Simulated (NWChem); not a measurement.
System: CH$_{4}$GeO$_{3}$; SMILES O=C[O][GeH2][OH]

```xyz
9

O      0.8425    -1.8245    -0.4025
C     -0.2521    -1.8792     0.1412
O     -1.0133    -0.8313     0.4343
Ge    -0.2539     0.7963    -0.1353
O      1.4190     0.8952     0.4602
H     -0.7352    -2.8399     0.4569
H     -1.0797     1.8483     0.6232
H     -0.3970     0.7893    -1.6754
H      1.8633     0.0800     0.1415
```
Atoms are numbered in this order, from 1.

Results from NWChem. Geometry: optimised at PBE-D3(BJ)/def2-SVP. Level PBE/def2-SVP: energy and gradient on several grids; changes count from the extra-fine grid, which is no exact limit either.

```
grid     size of the energy change (μHa)  largest change of a gradient component (μHa/bohr)  time, medium = 1 (rough)
-------  -------------------------------  -------------------------------------------------  ------------------------
xcoarse                               90                                               8000                   about 1
coarse                                40                                               1000                   about 1
medium                              < 10                                                300                   about 1
fine                                < 10                                               < 30                   about 1
xfine                               < 10                                               < 30                         3
```
